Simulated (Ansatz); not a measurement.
Redistribution: C2HBr2F + CHBrCl2 → C2H2BrF + CBr2Cl2

Species: C2HBr2F `F/C(Br)=C/Br`, singlet; CHBrCl2 `ClC(Cl)Br`, singlet; C2H2BrF `C=C(F)Br`, singlet; CBr2Cl2 (dibromodichloromethane) `ClC(Cl)(Br)Br`, singlet. The partners trade Br for H; both sit on C, so the bond types are kept.

Shapes, held fixed at every level: PBE0-D4/def2-TZVP. Programs: Ansatz 0.2.0. Electronic energies: no zero-point or thermal term.

```tsv
level	kind	ΔE (kJ/mol)	less CCSD(T)/def2-TZVPP	CPU time (sum over the molecules)
PBE-D4/def2-TZVPP	GGA	+24.4	-2.7	28 s
r2SCAN-D4/def2-TZVPP	meta-GGA	+25.4	-1.7	60 s
PBE0-D4/def2-TZVPP	global hybrid	+28.9	+1.8	43 s
wB97M-V/def2-TZVPP	range-separated hybrid	+24.8	-2.3	2.3 min
wB97X-V/def2-TZVPP	range-separated hybrid	+27.9	+0.8	95 s
B2PLYP/def2-TZVPP	double hybrid	+27.3	+0.2	77 s
CCSD/def2-TZVPP	coupled cluster or CI	+30.0	+2.9	–
CCSD(T)/def2-TZVPP	coupled cluster or CI	+27.1	0.0	12 min
```

The highest level, CCSD(T)/def2-TZVPP, gives ΔE = +27.1 kJ/mol; the levels span +24.4 to +30.0. The column of differences is taken from that level and isn't an error. No measured value is set beside it here. Relativity is left out for Br. Outer-core shells of Br are correlated, in sets that cover them unevenly. Times are processor times on shared x86 and Arm servers, and rough.
